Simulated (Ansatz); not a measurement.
A made-up structure of CH₄SSn, singlet:

| atom | x (Å) | y (Å) | z (Å) |
| --- | --- | --- | --- |
| S1 | 0.3551 | -2.4010 | 0.6499 |
| C2 | -0.5174 | -1.1420 | 0.1666 |
| Sn3 | 0.2924 | 0.8343 | -0.1394 |
| H4 | -1.5859 | -1.2812 | -0.0215 |
| H5 | -0.0954 | -1.9245 | -0.4107 |
| H6 | -0.5173 | 1.9296 | 0.8911 |
| H7 | 1.9530 | 0.7633 | 0.2144 |

It is relaxed with PBE-D4/def2-SVP and then PBE0-D4/def2-TZVP (Ansatz 0.2.0). Atoms count as bonded within 1.22 times the sum of their covalent radii (H–H: 0.88 Å). The end point is not checked to be a true minimum.

**Question.** Does its bonding change? (A judgement: the text doesn't fix the answer.)

**Answer.** Computed: Yes. Formed: none; broken: C2–H5.

Where it ends: The first stage lowers the energy by 3.74 eV in 23 steps. It ends as CH₄SSn ([SH][CH][SnH2]):
```tsv
atom	x (Å)	y (Å)	z (Å)
S1	-0.1393	-2.5559	-0.0470
C2	-0.6877	-0.9884	0.3054
Sn3	0.3355	0.7266	0.7728
H4	-1.7089	-1.0447	0.6833
H5	1.0489	-2.2469	-0.6009
H6	-0.6980	2.0615	0.4627
H7	1.7340	0.8263	-0.2260
```

Labels in which every atom is bracketed show which atoms are joined, not bond orders.

For scale, one of the runs: PBE0-D4/def2-TZVP relaxation, 142 basis functions, launched by `ansatz run in.yaml --threads 2 --pin off --events-out ev --progress --plain --max-ram 4352MiB`. Hardware: 2 CPU threads of an Intel Xeon, shared host. Wall time about 29 s.
